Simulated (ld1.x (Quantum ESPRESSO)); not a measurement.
## Reading a pseudo-wave (arsenic (As))

Columns: radius, all-electron u(r) and pseudo u(r) of the 3p shell (level -133.47 eV) of arsenic in the configuration [Ne] 3s2 3p6 3d10 4s2 4p3; PBEsol, scalar-relativistic, PAW scheme, ld1.x (Quantum ESPRESSO) 7.5.

```tsv
r (bohr)	all-electron	pseudo
0.078	0.6658	-0.0605
0.155	0.5597	-0.2267
0.232	-0.0882	-0.4653
0.310	-0.7291	-0.7330
0.388	-1.1494	-0.9763
0.465	-1.3423	-1.1517
0.542	-1.3730	-1.2393
0.620	-1.3015	-1.2357
0.698	-1.1760	-1.1556
0.775	-1.0310	-1.0289
0.852	-0.8841	-0.8849
0.930	-0.7443	-0.7443
1.008	-0.6189	-0.6189
1.085	-0.5110	-0.5110
1.162	-0.4188	-0.4188
1.240	-0.3403	-0.3403
1.318	-0.2753	-0.2753
1.395	-0.2225	-0.2225
1.472	-0.1792	-0.1792
1.550	-0.1435	-0.1435
1.628	-0.1147	-0.1147
1.705	-0.0918	-0.0918
1.782	-0.0733	-0.0733
1.860	-0.0583	-0.0583
1.938	-0.0463	-0.0463
2.015	-0.0368	-0.0368
```

**Question.** How many radial nodes do the two functions have?

**Answer.** The all-electron 3p function has n − l − 1 = 1; the pseudo-wave has 0, since the states of the same l below it are removed with the core.

**Question.** At about which radius was the pseudo-wave matched?

**Answer.** 0.95 bohr, where the columns begin to agree (steps of 0.08 bohr).

**Question.** Is the pseudo-wave norm-conserving?

**Answer.** No, it belongs to a PAW set: the norm inside the radius is not constrained, and the difference is carried by the augmentation charge.
